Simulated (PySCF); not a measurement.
SMILES s1c([SiH2][SiH2][Si](F)(F)F)ccc1, singlet at its GFN2-xTB optimised geometry (Å):

```
18

F      0.3752    -0.0143     3.5127
Si     0.1803    -1.5948     3.5698
F      1.5810    -2.1133     3.0106
F      0.3404    -1.8729     5.1297
Si    -1.6232    -2.3748     2.4060
Si    -1.4419    -1.8519     0.1367
C     -0.2731    -0.3920     0.0000
C      1.0924    -0.3920     0.0000
C      1.6605     0.8981     0.0000
C      0.7194     1.8767     0.0099
S     -0.8726     1.2383     0.0154
H     -2.8311    -1.8161     3.0385
H     -1.7246    -3.8245     2.6477
H     -0.8651    -2.9393    -0.6673
H     -2.7188    -1.4708    -0.4779
H      1.6747    -1.2964    -0.0021
H      2.7188     1.0875    -0.0034
H      0.8601     2.9393     0.0136
```

Calculation: B3LYP/def2-SVP (PySCF). Cells within 0.4 Å of a nucleus heavier than hydrogen are left out (blank, or x).

Map of the log10 of the electron density (e/bohr³), floored at −4 on the plane z = 0.0 Å:

```
|0000000000000000000000000|
|0000000000000010000000000|
|0000000000001232100000000|
|0000000000023454320000000|
|0000000012235676531000000|
|0000001234446898632100000|
|0000013455667898643210000|
|0000024567778xx8755432000|
|0000024688988xx9877653100|
|000003468xx98889x88864200|
|0000024678987789x98864200|
|0000123567887789987653100|
|0001233457898889875432000|
|00023445678xx9xx875320000|
|0013566667898889875310000|
|0024577778887778975310000|
|00246788xx776567764200000|
|00235677xx765445553200000|
|0012456677765333332000000|
|0001234567765321110000000|
|0000123456654310000000000|
|0000012344543200000000000|
|0000001223322100000000000|
|0000000011110000000000000|
|0000000000000000000000000|
```
Scale: ten equal steps from -4.00 (start of '0') to -0.230 (end of '9'), in the order '0123456789'; x runs from -5.00 to 5.00, y from -5.00 (bottom) to 5.00 (top).
